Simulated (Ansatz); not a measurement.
Geometry optimisation of Li4H⁺.

```yaml
crystal:
  periodic: [false, false, false]
  atoms:
    - {symbol: Li, position_ang: [1.305660, 0.741480, 1.046840]}
    - {symbol: Li, position_ang: [0.362140, -0.299980, -1.300260]}
    - {symbol: Li, position_ang: [-0.535300, 2.129120, 0.059180]}
    - {symbol: Li, position_ang: [-0.827360, -0.896960, 0.789660]}
    - {symbol: H, position_ang: [-0.305140, -1.673660, -0.595430]}
basis:
  gaussian: {orbitals: def2-TZVP}
total_charge: 1
hamiltonian: {xc: pbe0, dispersion: d4}
scf: {omitted_lower_state_checks: [starts]}
output: {orbitals: {seedname: orbitals}}
relax: {f_tol: 0.02, max_steps: 100}
```

```sh
$ ansatz run in.yaml --threads 4 --pin off --events-out ev --progress --plain --max-ram 3916MiB
```

It prints (some lines left out):

```
Functional definition: PBE0
mean field -826.91362471 eV, -30.3885152058 hartree, gradient 6.1e-5 eV, S^2 0.000000; 0 other end points of the search recorded, 0 dependent functions left out
relax step   1: F+E_penalty+E_count = -826.93462395 eV  Δ(F+E_penalty+E_count) = +0.000e0 eV  max|allowed force component| = 9.469e-1 eV/Å  Δτ_max = 0.0000 Å  (20 SCF iters, accepted)
mean field -827.25182054 eV, -30.4009436735 hartree, gradient 5.9e-6 eV, S^2 0.000000; 0 other end points of the search recorded, 0 dependent functions left out
relax step   2: F+E_penalty+E_count = -827.28019686 eV  Δ(F+E_penalty+E_count) = -3.456e-1 eV  max|allowed force component| = 3.299e-1 eV/Å  Δτ_max = 0.1949 Å  (22 SCF iters, accepted)
mean field -827.32870359 eV, -30.4037690734 hartree, gradient 4.1e-6 eV, S^2 0.000000; 0 other end points of the search recorded, 0 dependent functions left out
relax step   3: F+E_penalty+E_count = -827.37937286 eV  Δ(F+E_penalty+E_count) = -9.918e-2 eV  max|allowed force component| = 1.063e-1 eV/Å  Δτ_max = 0.1480 Å  (23 SCF iters, accepted)
mean field -827.35252631 eV, -30.4046445423 hartree, gradient 4.5e-6 eV, S^2 0.000000; 0 other end points of the search recorded, 0 dependent functions left out
relax step   4: F+E_penalty+E_count = -827.40282108 eV  Δ(F+E_penalty+E_count) = -2.345e-2 eV  max|allowed force component| = 4.213e-2 eV/Å  Δτ_max = 0.2000 Å  (22 SCF iters, accepted)
mean field -827.35625406 eV, -30.4047815346 hartree, gradient 7.5e-5 eV, S^2 0.000000; 0 other end points of the search recorded, 0 dependent functions left out
relax step   5: F+E_penalty+E_count = -827.40682896 eV  Δ(F+E_penalty+E_count) = -4.008e-3 eV  max|allowed force component| = 4.251e-2 eV/Å  Δτ_max = 0.0629 Å  (20 SCF iters, accepted)
mean field -827.35833957 eV, -30.4048581754 hartree, gradient 7.1e-5 eV, S^2 0.000000; 0 other end points of the search recorded, 0 dependent functions left out
relax step   6: F+E_penalty+E_count = -827.40861243 eV  Δ(F+E_penalty+E_count) = -1.783e-3 eV  max|allowed force component| = 2.240e-2 eV/Å  Δτ_max = 0.0545 Å  (20 SCF iters, accepted)
mean field -827.35877149 eV, -30.4048740483 hartree, gradient 1.0e-5 eV, S^2 0.000000; 0 other end points of the search recorded, 0 dependent functions left out
relax step   7: F+E_penalty+E_count = -827.40912190 eV  Δ(F+E_penalty+E_count) = -5.095e-4 eV  max|allowed force component| = 1.063e-2 eV/Å  Δτ_max = 0.0257 Å  (18 SCF iters, accepted)
mean field -827.35877149 eV, -30.4048740483 hartree, gradient 1.0e-5 eV, S^2 0.000000; 0 other end points of the search recorded, 0 dependent functions left out
Total energy: -827.40917974 eV, -30.4067265173 hartree
Atom 0 at     1.695730     1.067304     1.299109 Å, force    -0.002293     0.001440    -0.000571 eV/Å
Atom 1 at     0.445333    -0.573099    -1.476352 Å, force    -0.005008    -0.006729     0.003039 eV/Å
Atom 2 at    -0.656627     2.299301     0.112333 Å, force     0.002064    -0.003364     0.001402 eV/Å
Atom 3 at    -0.969278    -1.109188     0.774924 Å, force     0.003039    -0.001978    -0.008770 eV/Å
Atom 4 at    -0.515157    -1.684319    -0.710024 Å, force     0.002198     0.010630     0.004900 eV/Å
Dipole moment:     0.212488     0.713824     0.310319 e Å
Checks for a lower state left out: starts
```

Run time 2.4 s (4 threads of Arm Neoverse V2 on a shared host).

The structure comes from a short search, and lower isomers may exist.
